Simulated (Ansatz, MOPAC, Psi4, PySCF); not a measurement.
Dimer: boric acid (SMILES OB(O)O) (first 7 atoms) with NH3 (SMILES N); geometry from B3LYP-D3(BJ)/def2-TZVP, rigid monomers moved along the line of their centres of mass till H7···N8 is 3.40 Å.
(charge 0, multiplicity 1):
```xyz
11

O     -0.0024    -0.5718    -1.1977
B     -0.1552    -0.1962     0.1102
O     -1.3611     0.3833     0.4784
O      0.8779    -0.4118     0.9665
H     -0.7868    -0.3771    -1.7183
H     -1.3983     0.6214     1.4085
H      0.6982    -0.1194     1.8813
N      0.6413     0.6965     5.1829
H      0.5420     1.6898     5.3625
H     -0.0720     0.2135     5.7184
H      1.5403     0.4132     5.5593
```

```json
[
 {"level": "PM7", "interaction energy (kcal/mol)": "-4.67", "cost": "-"},
 {"level": "HF/STO-3G (no counterpoise)", "interaction energy (kcal/mol)": "-1.95", "cost": "-"},
 {"level": "HF/6-31G*", "interaction energy (kcal/mol)": "-3.47", "cost": "-"},
 {"level": "HF/aug-cc-pVDZ", "interaction energy (kcal/mol)": "-2.94", "cost": "-"},
 {"level": "PBE/def2-TZVPPD", "interaction energy (kcal/mol)": "-2.95", "cost": "×1"},
 {"level": "BP86/6-31G* (no counterpoise)", "interaction energy (kcal/mol)": "-3.71", "cost": "-"},
 {"level": "r2SCAN/def2-TZVPPD", "interaction energy (kcal/mol)": "-2.90", "cost": "×1"},
 {"level": "r2SCAN-D3(BJ)/def2-TZVPPD", "interaction energy (kcal/mol)": "-3.04", "cost": "×1"},
 {"level": "B3LYP/3-21G (no counterpoise)", "interaction energy (kcal/mol)": "-4.16", "cost": "-"},
 {"level": "B3LYP/6-31G*", "interaction energy (kcal/mol)": "-3.32", "cost": "-"},
 {"level": "B3LYP/6-31G* (no counterpoise)", "interaction energy (kcal/mol)": "-3.85", "cost": "-"},
 {"level": "B3LYP/def2-TZVPPD", "interaction energy (kcal/mol)": "-2.74", "cost": "×1"},
 {"level": "PBE0-D3(BJ)/def2-TZVPPD", "interaction energy (kcal/mol)": "-3.15", "cost": "×1"},
 {"level": "PBE0-D4/def2-TZVPPD", "interaction energy (kcal/mol)": "-3.16", "cost": "×1"},
 {"level": "wB97X-V/def2-TZVPPD", "interaction energy (kcal/mol)": "-3.10", "cost": "×3"},
 {"level": "wB97M-V/def2-TZVPPD", "interaction energy (kcal/mol)": "-3.07", "cost": "×4"},
 {"level": "SCS-MP2/aug-cc-pVDZ", "interaction energy (kcal/mol)": "-2.97", "cost": "-"},
 {"level": "CCSD/aug-cc-pVDZ", "interaction energy (kcal/mol)": "-2.99", "cost": "-"},
 {"level": "CCSD(T)/aug-cc-pVDZ", "interaction energy (kcal/mol)": "-3.01", "cost": "×20"},
 {"level": "SAPT0/jun-cc-pV(D+d)Z", "interaction energy (kcal/mol)": "-3.41", "cost": "-"}
]
```

The rows run from -4.67 (PM7) to -1.95 kcal/mol (HF/STO-3G (no counterpoise)). In aug-cc-pVDZ the value moves HF -2.94, CCSD -2.99, CCSD(T) -3.01, a shift of -0.07 from HF to CCSD(T). The dispersion term adds -0.14 in r2SCAN-D3(BJ). The 5 functionals in def2-TZVPPD without D3 or D4 span 0.35, from wB97X-V to B3LYP.

Interaction energies are E(AB) − E(A) − E(B) at the monomers' geometry in the complex; basis-set methods are counterpoise corrected. Rows marked so take none.

Cores are frozen in the correlated methods. Rows in 3-21G, 6-31G*, STO-3G carry no dispersion term and start afresh at each structure (6-31G* with six Cartesian d functions). The state reached by PM7 isn't checked; PM7 holds dispersion and hydrogen-bond terms.

Run with Ansatz (Gaussian orbitals); MOPAC for PM7 (differences of heats of formation); Psi4 for SAPT; PySCF for 3-21G rows, 6-31G* rows, STO-3G rows, the dispersion terms. 

Costs are rough ratios of core time to PBE/def2-TZVPPD (about 12 s over the structures, on one shared machine); a dash marks a level with no comparable run of its own.

Ansatz is a program for electronic structure.
